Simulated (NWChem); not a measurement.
System: Si2H2ClF3; SMILES F[Si](F)(F)[SiH2]Cl

NWChem input:

```
start job
memory heap 200 mb stack 700 mb global 900 mb
geometry units angstroms noautosym nocenter noautoz
  Si     0.040573    -1.085094    -0.001347
  F     -1.095303    -2.245641    -0.022347
  F      0.950305    -1.317917     1.320713
  F      0.992631    -1.312003    -1.294318
  Si    -0.947797     1.032420    -0.012455
  Cl     0.586600     2.436704     0.014242
  H     -1.771657     1.201859    -1.254267
  H     -1.809886     1.196835     1.203823
end
basis spherical
  * library 6-31g*
end
dft
  xc b3lyp
  iterations 150
end
property
  efieldgrad
end
task dft property
```

Coordinates come from a PBE-D3(BJ)/def2-SVP optimisation.

Vzz is the largest principal value of the second derivative of the potential at the nucleus (NWChem prints the opposite sign); η is the asymmetry. Non-relativistic.

Atoms are numbered as in the input.

Task: Predict the main results of this run. (B3LYP/6-31G* (spherical d).) Quantities: Vzz Cl6 (a.u.); η Cl6.

Result: 
```
Quantity        Result
--------------  ------
Vzz Cl6 (a.u.)   2.289
η Cl6             0.01
```
